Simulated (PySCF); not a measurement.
Spin states and ions at one geometry of [ReO2F4]−

PySCF 2.14.0, RKS r2SCAN, Re def2-SVP with ECP60, O def2-SVP, F def2-SVP; non-relativistic Hamiltonian with scalar-relativistic core potentials where named; density fitting; no spin-orbit coupling; singlets restricted, open shells unrestricted. The geometry is relaxed for charge -1, singlet, vacuum:

```xyz
7

Re    0.0691    0.0343    0.0857
O     1.2799   -0.7855    0.9871
O    -0.0628    1.4884    0.9906
F    -1.3590   -0.8246    0.9813
F     1.2957    0.7657   -1.1556
F    -1.3046    0.6675   -1.1378
F    -0.0182   -1.4594   -1.1576
```

Energies count from the relaxed state; an electron taken off or put on is at rest in vacuum. Charges and spins are Mulliken's.

| state | energy (eV) | spin squared | charge on Re1 (e) | spin on Re1 (e) | dipole about the centre of mass (D) |
| --- | --- | --- | --- | --- | --- |
| charge -1, singlet, vacuum | 0.00 | 0.00 | 1.43 | 0.00 | 1.40 |
| charge -1, triplet, vacuum | 3.26 | 2.02 | 1.32 | 0.58 | 1.87 |

Task: What does the state charge 0, doublet, vacuum give?

Result: energy (eV) 6.34, spin squared 0.78, charge on Re1 (e) 1.58, spin on Re1 (e) -0.26, dipole about the centre of mass (D) 2.18.

With an electron taken off (doublet) the charges change, summed by element, by Re +0.15 e, O +0.42 e, F +0.43 e. The vertical ionisation energy is 6.34 eV, against −ε(HOMO) = 3.15 eV of the relaxed state. The level lies 3.2 eV too high, as is usual for semilocal functionals and global hybrids, which keep a self-interaction error.

Open shells may have lower solutions than those found.

No frequency check is given that shows the relaxed geometry to be a minimum.
